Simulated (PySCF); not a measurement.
Estimate the missing entries of this data sheet.

Species: C5H11Si (charge -1).
InChI=1S/C5H11Si/c1-2-3-4-5-6/h2H,1,3-6H2/q-1

Conformer (atom-mapped SMILES and torsion angles): `[CH2:1]=[CH:2][CH2:3][CH2:4][CH2:5][SiH2-:6]`: C1–C2–C3–C4 -109°, C2–C3–C4–C5 179°, C3–C4–C5–Si6 180°.

```csv
property,level,value
point group of the GFN2-xTB geometry,GFN2-xTB,?
"rotational constants A, B, C of the GFN2-xTB geometry",GFN2-xTB,?
HOMO energy,PBE0/pcSseg-1,?
LUMO energy,PBE0/pcSseg-1,?
13C chemical shifts (computed TMS as zero) by class,GIAO PBE0/pcSseg-1,?
1H chemical shifts (computed TMS as zero) by class,GIAO PBE0/pcSseg-1,?
"isotropic shieldings of nuclei other than C and H, by class",GIAO PBE0/pcSseg-1,441 (1 Si) ppm
```

Electronic properties: PySCF, gas phase, density fitting. One conformer (not necessarily the lowest) at the GFN2-xTB geometry, without solvent or vibrations. NMR classes are plain means over equivalent atoms (diastereotopic ones count apart unless rotation or inversion swaps them), as if these changed places fast; in this geometry the members of some classes differ. The HOMO energy is positive, so at this level the finite basis confines the outermost electrons. No diffuse functions stand in pcSseg-1, which bears on an anion's orbital energies.

(1) What are the 13C chemical shifts (computed TMS as zero) by class?

(2) The rotational constants A, B, C of the GFN2-xTB geometry?

(3) The point group of the GFN2-xTB geometry?

(4) Give the 1H chemical shifts (computed TMS as zero) by class.

(5) The LUMO energy?

(6) Give the HOMO energy.

Results:

(1) 154.4 (1 C), 110.8 (1 C), 51.1 (1 C), 50.6 (1 C), 27.2 (1 C) ppm.

(2) 10.260, 0.915, 0.891 GHz.

(3) C1.

(4) 6.26 (1 H), 4.80 (1 H), 4.59 (1 H), 3.06 (2 H), 2.03 (2 H), 1.57 (2 H), 0.40 (2 H) ppm.

(5) 3.34 eV.

(6) 0.91 eV.

With B = h/(8π²I), that is 505.379 GHz u Å² over I, the principal moments of inertia are 49.3, 552.3 and 567.2 u Å² (most abundant isotopes); the inertial defect Ic − Ia − Ib is -34.4 u Å² (zero for a rigid planar frame, negative otherwise). The rotational constants make it an asymmetric top with κ = (2B − A − C)/(A − C) = -0.99, nearer the prolate limit (−1).

For the NMR shielding job (PBE0/pcSseg-1), time: 34 s wall. Hardware: one thread, Arm Neoverse N1, shared host.
